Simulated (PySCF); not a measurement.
## Spinor energies of Rb²⁴⁺ (rubidium, charge +24)

Start: [Ne] 3s2 3p1; 3p3/2 filled at m_j = +3/2. Calculated with PySCF 2.14 in an even-tempered Gaussian basis (19 s from 3.2 bohr⁻², ratio 2.4; 13 p from 4.2 bohr⁻², ratio 2.4; 5 d from 15 bohr⁻², ratio 2.6; 4 f from 23 bohr⁻², ratio 2.6): generalised Hartree-Fock with the X2C-1e Hamiltonian and a Gaussian nucleus; one run each with spin-orbit coupling (SO) screened by Boettger's factors, then bare. This is a chosen level, not necessarily the ground level.

```json
{"spinor shell": "1s1/2", "electrons": "2", "ε, screened SO (eV)": "-16408.0", "ε, bare SO (eV)": "-16408.0", "weight of nominal j (bare SO)": "1.000", "rms radius, bare SO (bohr)": "0.0463"}
{"spinor shell": "2s1/2", "electrons": "2", "ε, screened SO (eV)": "-3176.8", "ε, bare SO (eV)": "-3176.8", "weight of nominal j (bare SO)": "1.000", "rms radius, bare SO (bohr)": "0.189"}
{"spinor shell": "2p1/2", "electrons": "2", "ε, screened SO (eV)": "-2980.5", "ε, bare SO (eV)": "-2983.0", "weight of nominal j (bare SO)": "1.000", "rms radius, bare SO (bohr)": "0.165"}
{"spinor shell": "2p3/2", "electrons": "4", "ε, screened SO (eV)": "-2918.5", "ε, bare SO (eV)": "-2917.3", "weight of nominal j (bare SO)": "1.000", "rms radius, bare SO (bohr)": "0.169"}
{"spinor shell": "3s1/2", "electrons": "2", "ε, screened SO (eV)": "-1187.6", "ε, bare SO (eV)": "-1187.6", "weight of nominal j (bare SO)": "1.000", "rms radius, bare SO (bohr)": "0.466"}
{"spinor shell": "3p3/2", "electrons": "1", "ε, screened SO (eV)": "-1119.7", "ε, bare SO (eV)": "-1119.5", "weight of nominal j (bare SO)": "1.000", "rms radius, bare SO (bohr)": "0.458"}
```

| quantity | screened SO | bare SO |
| --- | --- | --- |
| E (hartree) | -2601.59709 | -2601.60924 |
| M_J | 3/2 | 3/2 |
| ⟨J²⟩ | 3.751 | 3.751 |
| ⟨L²⟩ | 2.003 | 2.003 |
| ⟨S²⟩ | 0.752 | 0.752 |

Each row is a mean over spinors that exchange with the open shell spreads, by up to 12.389 eV (3s1/2).

Breit and QED terms are absent; they matter most for the inner s and p1/2 levels.

Densities and radii are taken from the X2C orbitals without a picture-change correction, which distorts them close to the nucleus.
